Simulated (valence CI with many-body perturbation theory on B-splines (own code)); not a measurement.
Values are calculated unless marked as measured or tabulated.
**Level structure of Tb XVII**

Method: relativistic CI+MBPT: three valence electrons over a frozen Dirac-Fock core [Kr] 4d10, a basis of 8 s, 8 p, 9 d, 9 f, 6 g, 3 h, 2 i functions for each j, with the one-electron correlation potential Σ1 (screened to all orders), the two-electron term Σ2, the three-electron term Σ3, Breit, model QED; selected single and double excitations, second order for the rest (own B-spline code, finite nucleus).

No measured spectrum was set against this ion. As an estimate, terms of the open shell hold to a few per cent of their energy, and close levels can change places. Core correlation moves these levels by up to 38000 cm⁻¹, and in measured spectra 5 to 20 % of such shifts remained as error; rates that hang on mixing are uncertain with them.

Levels 46 to 62 of 62, with energies above the lowest level, 4f3 4I°_9/2. "Leading %" is the weight of the configuration and term that name the level; weights of strongly mixed levels are sums over their largest components and can fall short. In the jj column 3d3/2^4 stands for four electrons in 3d with j = 3/2.

| No. | Configuration | Term | J | E (cm⁻¹) | Leading % | g | Leading jj |
| --- | --- | --- | --- | --- | --- | --- | --- |
| 46 | 4f3 | 2F° | 5/2 | 138730 | 99 | 0.856 | 4f5/2 4f7/2^2 (86 %) |
| 47 | 4f2.5s | 2H | 9/2 | 138730 | 64 | 0.977 | 4f5/2 4f7/2 5s (69 %) |
| 48 | 4f2.5s | 4H | 13/2 | 139130 | 99 | 1.228 | 4f7/2^2 5s (78 %) |
| 49 | 4f2.5s | 4F | 7/2 | 140560 | 93 | 1.214 | 4f5/2 4f7/2 5s (96 %) |
| 50 | 4f2.5s | 4F | 9/2 | 142560 | 61 | 1.203 | 4f5/2 4f7/2 5s (92 %) |
| 51 | 4f2.5s | 2G | 7/2 | 147190 | 68 | 0.954 | 4f5/2 4f7/2 5s (84 %) |
| 52 | 4f2.5s | 2F | 5/2 | 148830 | 88 | 0.884 | 4f5/2 4f7/2 5s (72 %) |
| 53 | 4f2.5s | 2H | 11/2 | 149300 | 94 | 1.089 | 4f7/2^2 5s (67 %) |
| 54 | 4f2.5s | 2G | 9/2 | 153140 | 65 | 1.168 | 4f7/2^2 5s (90 %) |
| 55 | 4f2.5s | 2F | 7/2 | 158590 | 74 | 1.088 | 4f7/2^2 5s (89 %) |
| 56 | 4f2.5s | 2D | 5/2 | 165420 | 66 | 1.284 | 4f5/2 4f7/2 5s (67 %) |
| 57 | 4f2.5s | 2D | 3/2 | 166290 | 81 | 0.900 | 4f5/2 4f7/2 5s (50 %) |
| 58 | 4f2.5s | 4P | 1/2 | 170090 | 97 | 2.634 | 4f5/2^2 5s (55 %) |
| 59 | 4f2.5s | 4P | 3/2 | 173010 | 89 | 1.652 | 4f5/2 4f7/2 5s (88 %) |
| 60 | 4f2.5s | 2I | 13/2 | 175160 | 99 | 1.077 | 4f5/2 4f7/2 5s (78 %) |
| 61 | 4f2.5s | 2I | 11/2 | 175290 | 98 | 0.924 | 4f5/2 4f7/2 5s (76 %) |
| 62 | 4f2.5s | 4P | 5/2 | 178050 | 73 | 1.488 | 4f7/2^2 5s (84 %) |

Names give the largest LS component (configuration and term), which can be under half, so a name can repeat, a term be missing and a line seem to break the LS rules; names also repeat where a configuration has a term twice.

Where two levels of one J and parity lie close, their mixing, g and order are uncertain.
